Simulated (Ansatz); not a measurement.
`B[CH2][Ga]([CH3])[F]` and `[CH3][Ga]([F])[F]` differ in one atom or group.

Ansatz, PBE0-D4/def2-TZVP geometries, multiplicity 1. Each molecule was computed in one conformer, which needn't be the lowest.

Scalar relativity is left out up to krypton.

```json
{"property": "HOMO–LUMO gap (PBE0/def2-TZVPP) / eV", "`B[CH2][Ga]([CH3])[F]`": "6.47"}
{"property": "size of the dipole moment (ωB97M-V/def2-TZVPP) / D", "`B[CH2][Ga]([CH3])[F]`": "2.58"}
{"property": "HOMO energy (PBE0/def2-TZVPP) / eV", "`B[CH2][Ga]([CH3])[F]`": "-8.25"}
{"property": "LUMO energy (PBE0/def2-TZVPP) / eV", "`B[CH2][Ga]([CH3])[F]`": "-1.78"}
{"property": "HOMO energy (ωB97M-V/def2-TZVPP) / eV", "`B[CH2][Ga]([CH3])[F]`": "-10.40"}
{"property": "HOMO–LUMO gap (B3LYP/def2-TZVPP) / eV", "`B[CH2][Ga]([CH3])[F]`": "5.99"}
```

(1) Give the same properties after the change, and the shifts. (Best estimate.)

Answers

(1) Computed: 
```tsv
property	`[CH3][Ga]([F])[F]`	shift
HOMO–LUMO gap (PBE0/def2-TZVPP) / eV	8.85	2.38
size of the dipole moment (ωB97M-V/def2-TZVPP) / D	3.48	0.90
HOMO energy (PBE0/def2-TZVPP) / eV	-9.61	-1.36
LUMO energy (PBE0/def2-TZVPP) / eV	-0.76	1.02
HOMO energy (ωB97M-V/def2-TZVPP) / eV	-11.89	-1.49
HOMO–LUMO gap (B3LYP/def2-TZVPP) / eV	8.24	2.25
```

With PBE0 the HOMO falls by 1.36 eV and the LUMO rises by 1.02 eV, so the gap widens by about 2.38 eV. PBE moves the HOMO by -1.06 eV and ωB97M-V by -1.49 eV. Dipoles are sizes alone; their direction can turn.

B3LYP here is the variant with VWN-RPA as its local correlation; programs differ in this.
